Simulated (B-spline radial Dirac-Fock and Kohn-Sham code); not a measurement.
# Dipole and non-dipole photoemission parameters of Te⁵⁺ 3s

System: the Te⁵⁺ ion, configuration 1s2 2s2 2p6 3s2 3p6 3d10 4s2 4p6 4d10 5s1; threshold 1052.4 eV (orbital energy of the model). Level of theory: Dirac-Hartree-Slater photoionisation with a Latter tail; cross sections with all multipoles, angular parameters from the dipole term and its interference with E2; an atomic code on a B-spline grid.

Input of the calculation (task.json; shells as n, l, electrons):

```json
{"items": [{
  "Z": 52,
  "q": 5,
  "cfg": [[1, 0, 2], [2, 0, 2], [2, 1, 6], [3, 0, 2], [3, 1, 6], [3, 2, 10], [4, 0, 2], [4, 1, 6], [4, 2, 10], [5, 0, 1]],
  "A": 130,
  "rrms": 4.7423,
  "do": "xps",
  "hv": [53.9, 60, 73.1, 120.0, 150, 198.0, 206.0, 282.0, 300, 652.0, 800, 945.0, 1000, 1040.0, 1460.0, 1800.0, 1910.0, 2000, 2350.0, 2470.0, 2580.0, 2920.0, 2984.4, 3350.0, 3710.0, 5414.7, 5740.0, 6130.0, 9510.0]
}]}
```

Run with: `python xray2_run.py task.json out`

For linearly polarised light dσ/dΩ = σ/(4π) [1 + β P₂(cos θ) + (δ + γ cos²θ) sin θ cos φ], with θ from the polarisation vector and φ the angle between the beam and the projection of the electron momentum on the plane normal to the polarisation.

| hν (eV) | σ (kb) | β | γ |
| --- | --- | --- | --- |
| 1460 | 48.4 | 1.984 | 0.484 |
| 1800 | ? | ? | ? |
| 1910 | 32.4 | 1.987 | 0.241 |
| 2000 | 30.1 | 1.987 | 0.205 |
| 2350 | 23.1 | 1.988 | 0.092 |
| 2470 | 21.3 | 1.988 | 0.062 |
| 2580 | 19.8 | 1.989 | 0.037 |
| 2920 | 16.0 | 1.989 | -0.025 |
| 2984.4 | 15.4 | 1.989 | -0.034 |
| 3350 | 12.6 | 1.990 | -0.074 |
| 3710 | 10.4 | 1.990 | -0.098 |
| 5414.7 | 5.13 | 1.991 | -0.081 |
| 5740 | 4.58 | 1.991 | -0.062 |
| 6130 | 4.03 | 1.991 | -0.035 |
| 9510 | 1.65 | 1.991 | 0.292 |

Problem. Give the values at 1800 eV.

Solution. σ = 35.5 kb, β = 1.986, γ = 0.290. For an s subshell δ is negligible.
